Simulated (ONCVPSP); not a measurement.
Before and after: ONCV potential for Sc (Z = 21)

| Quantity | Value |
| --- | --- |
| Element | Sc |
| Generator | ONCVPSP 4.0.1 |
| Type | optimised norm-conserving Vanderbilt (ONCV) |
| Functional | PBE |
| Relativity | non-relativistic |
| Frozen core | [Ne] |
| Valence charge | 11 |
| Reference configuration | 3s2 3p6 3d1.5 4s1.5 |
| Partial waves | 3s+4s: rc 1.85 bohr, ncon 4, nbas 8, qcut 7.7 1/bohr, 3 projectors, debl 1.7 Ha; 3p: rc 1.85 bohr, ncon 4, nbas 7, qcut 8.8 1/bohr, 2 projectors, debl 2 Ha; 3d: rc 2.00 bohr, ncon 4, nbas 9, qcut 7.9 1/bohr, 2 projectors, debl 3.5 Ha |
| Local potential | polynomial inside 1.70 bohr (lpopt 2, dvloc0 0 Ha) |
| Core correction | Teter function, fcfact 4, rcfact 1.55 |

Change: core correction Teter function, fcfact 4, rcfact 0.96.

Cutoffs: the cutoffs (Ha) at which the residual kinetic energy of the hardest occupied pseudo-wave falls to 1 and 0.1 mHa per electron; they do not see the model core or the augmentation charge, which bear on the density cutoff. Errors are all-electron minus pseudo energies relative to the spin-unpolarised reference configuration.

Question: How do hardness, ghosts and transferability respond?

Answer: The potential gets neither clearly harder nor softer (22 Ha and 26 Ha → 22 Ha and 26 Ha); the errors of the 4 common tests hardly move; neither file shows a bound ghost. A model core, the more so a compact one, raises the density cutoff, which this test does not measure.

| quantity | base | changed |
| --- | --- | --- |
| cutoff, loose | 22 Ha | 22 Ha |
| cutoff, tight | 26 Ha | 26 Ha |
| bound ghosts | none | none |
| GHOST(+) flags under 300 eV | none | none |
| error for 3s2 3p6 3d1 4s2, meV [ΔE -0.61 eV] | +5.6 | +5.5 |
| error for 3s2 3p6 3d1 4s1, meV [ΔE 6.25 eV] | +3.8 | +3.7 |
| error for 3s2 3p6 3d1 4s0, meV [ΔE 18.94 eV] | +1.3 | +1.4 |
| error for 3s2 3p6 3d0 4s2 4p1, meV [ΔE 3.02 eV] | +115 | +112 |
| s: phases at 1.88 bohr within 0.05 rad from the reference energy up to (Ha; the scan ends near 5) | to the end of the scan | to the end of the scan |
| p: phases at 1.88 bohr within 0.05 rad from the reference energy up to (Ha; the scan ends near 5) | to the end of the scan | to the end of the scan |
| d: phases at 2.03 bohr within 0.05 rad from the reference energy up to (Ha; the scan ends near 5) | to the end of the scan | to the end of the scan |
| rms error of d²Exc/dni dnj with the model core, mHa | 1.67 | 0.84 |
